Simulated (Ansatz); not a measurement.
C₃H₂F₂, singlet, geometry from GFN2-xTB; MP2/STO-3G (Ansatz, an electronic-structure program).

The Ansatz input:
Ansatz 0.2 input:
```yaml
crystal:
  periodic: [false, false, false]
  atoms:
    - {symbol: C, position_ang: [-2.17375340, 0.01530894, -0.01188252]}
    - {symbol: C, position_ang: [-0.87978136, 0.00619597, -0.00480920]}
    - {symbol: C, position_ang: [0.41597950, -0.00292959, 0.00227389]}
    - {symbol: F, position_ang: [1.19267818, 1.03952717, -0.30069797]}
    - {symbol: F, position_ang: [1.17456058, -1.05619876, 0.31363815]}
    - {symbol: H, position_ang: [-2.73690941, -0.23918534, -0.89666413]}
    - {symbol: H, position_ang: [-2.74290786, 0.27777766, 0.86670949]}
basis:
  gaussian:
    orbitals: STO-3G
magnetization: {spin_polarized: false}
correlation: {method: mp2}
```

### Question
Write the output that Ansatz gives for this input, abridged.

### Answer

```
Functional definition: HF
385 factors; integrals over basis functions are off by at most 3.6e-5 eV
mean field evaluation 1: about -8414.0430 eV, gradient 3.0e1 eV
mean field evaluation 2: about -8414.1980 eV, gradient 3.1e1 eV
mean field evaluation 4: about -8417.4113 eV, gradient 2.2e0 eV
mean field evaluation 8: about -8417.4397 eV, gradient 2.9e-4 eV
mean field -8417.43966195 eV, -309.3352020311 hartree, gradient 2.3e-6 eV, S^2 0.000000; 0 other end points of the search recorded, 0 dependent functions left out; unrestricted orbitals would lower it
mean field evaluation 16: about -8417.5937 eV, gradient 4.4e-1 eV
5 core orbitals not correlated
reference -8417.43966195 eV, -309.3352020311 hartree; 14, 14 occupied and 8, 8 virtual orbitals, 385 factors
second order -5.71839317 eV of doubles, -0.00000000 eV of singles
Total energy: -8423.15805512 eV, -309.5453491041 hartree
```
